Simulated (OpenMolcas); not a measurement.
# Levels of Al2+ by method

```yaml
Program: OpenMolcas 26.06
Basis: ANO-RCC-VQZP [6s5p3d2f1g]
Scalar_Hamiltonian: DKH2, point nucleus
Active_space: 1 electron in 4 orbitals (3s 3p)
State_averaging: 2S+1 = 2 even, 1 root; 2S+1 = 2 odd, 3 roots
Spin-orbit_coupling: state interaction with AMFI integrals over the reference wave functions, term energies averaged over their components
```

Methods on the same reference wave functions:
A. CASSCF
B. SS-CASPT2, IPEA 0.25 Eh, imaginary shift 0.1 Eh (closed shells correlated: 2s 2p)

Energies in cm-1 above 3s 2S 1/2, the measured ground level; measured values from NIST levels in Kelleher and Podobedova, J. Phys. Chem. Ref. Data 37, 709 (2008).

```tsv
Level	A	B	Measured
3s 2S 1/2	0.0	0.0	0.0
3p 2P* 1/2	52823	53589	53683
3p 2P* 3/2	53014	53780	53917
```

Deviations, from unrounded energies. A percentage is the sum of absolute deviations over the sum of measured energies, with the sign that they share, or ± where signs differ.

```
           Against measurement  Levels     A     B
mean absolute deviation (cm-1)       2   880   120
      other configurations (%)       2  -1.6  -0.2
```

B lies closest to measurement on these levels. The largest miss of B in the table is 3p 2P* 3/2, by -140 cm-1. The ranking rests on the paired levels alone, and a cruder setting can come out closer through cancelling errors.

The lowest spin-free term lies below A's lowest term by 0.222 hartree in B.

With one active electron the reference holds no correlation, so core polarisation is missing (holds for A). With one active electron, CASPT2 adds the correlation within the correlated inactive shells and between them and that electron, and leaves the splitting within a term as the reference gives it (holds for B). Measured partners are found by configuration, term and J. A level has none where our copy of the source lacks it or the pairing is in doubt (some pairs that miss far off the trend of their configuration count as doubtful), and it then counts in no deviation. Levels of configurations outside the active space are missing.

* marks odd parity.
